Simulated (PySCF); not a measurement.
A GIAO shielding run with PySCF 2.14 (density fitting, non-relativistic, gas phase) on `COC[C@@H]1CCCO[SiH2]1`, C$_{6}$H$_{14}$O$_{2}$Si:

```
$ OMP_NUM_THREADS=1 python probes_run.py task.json out

{"job": {"kind": "nmr", "xc": "PBE0", "basis": "pcSseg-1"}, "charge": 0, "multiplicity": 1}
C      3.637583     0.100727     0.024630
O      2.327154     0.423279     0.405391
C      1.417236    -0.641093     0.249777
C      0.035537    -0.102681     0.581086
C     -1.067441    -1.112844     0.265834
C     -2.448195    -0.526765     0.558038
C     -2.820114     0.589125    -0.415245
O     -1.931020     1.672816    -0.366581
Si    -0.307763     1.513254    -0.370759
H      4.042033    -0.715844     0.636852
H      4.236686     0.996407     0.174816
H      3.684579    -0.198220    -1.030369
H      1.696771    -1.482844     0.905866
H      1.443500    -1.005640    -0.790117
H      0.014298     0.101419     1.655621
H     -1.013778    -1.399642    -0.788735
H     -0.925492    -2.021666     0.860061
H     -2.458590    -0.121872     1.572029
H     -3.209144    -1.307025     0.491039
H     -3.812094     0.984115    -0.170648
H     -2.849795     0.190930    -1.437599
H      0.187526     1.358328    -1.745102
H      0.115770     2.732720     0.290066
```

Hardware: 1 thread of an Arm Neoverse N1, shared host. The job also computes population analyses, field gradients, ring-centre shieldings.

Question: How large is the calculation?

Answer: 80 electrons, 230 basis functions and 1213 auxiliary functions.

Question: How long does it take, and how much memory does it need?

Answer: 85 s of wall time, with 14 SCF cycles and 4 response iterations; peak memory 1.1 GiB. Times on a shared host scatter by some tens of per cent.
